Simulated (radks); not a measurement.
Task: These are the eigenvalues of the occupied orbitals of an atom or ion with whole-number occupations (Ry). Calculated with a radial shooting solver on a logarithmic mesh with Libxc functionals: non-relativistic Kohn-Sham, r2SCAN, spin-polarised, spherical densities, point nucleus; meta-GGA in the generalised Kohn-Sham scheme.

1s down: -4562.983
1s up: -4562.982
2s up: -751.9111
2s down: -751.9039
2p up: -719.9990
2p down: -719.9940
3s down: -173.7288
3s up: -173.7287
3p up: -159.0052
3p down: -159.0048
3d up: -131.6252
3d down: -131.6219
4s up: -37.26147
4s down: -37.25859
4p up: -31.09431
4p down: -31.09103
4d up: -19.91360
4d down: -19.90892
5s up: -7.61551
5s down: -7.56014
5p up: -5.83327
5p down: -5.76538
4f up: -5.49684
4f down: -5.48590
5d up: -3.11735

Which element is it, and in what charge state? The configuration may be excited. Open shells, if any, are filled with parallel spins first.

Result: Z = 73, tantalum, charge +4: Ta4+ in [Xe] 4f14 5d1. The list shows which subshells hold electrons but not how many an open one holds; the 1s level, -2281.5 hartree, gives Z - s = 67.5 by -(Z - s)^2/2, which with screening narrows Z to a few neighbours, and the depths of the outer levels then fix element, charge and occupations together.
